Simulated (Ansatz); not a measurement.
Problem. Predict a relaxed structure of the cluster MgSe₂⁻, charge -1, doublet, at PBE0-D4/def2-TZVPD (Ansatz).

Solution. 
Cartesian coordinates in Å:
```
Mg -0.002 -0.001 0.002
Se 1.234 -2.032 0.132
Se -1.232 2.032 -0.134
```
Point group D∞h (tolerance 0.1 Å). This is one stationary point.

The relaxation made no stability test and no search for a lower SCF solution. The structure comes from a short search, and lower isomers may exist.
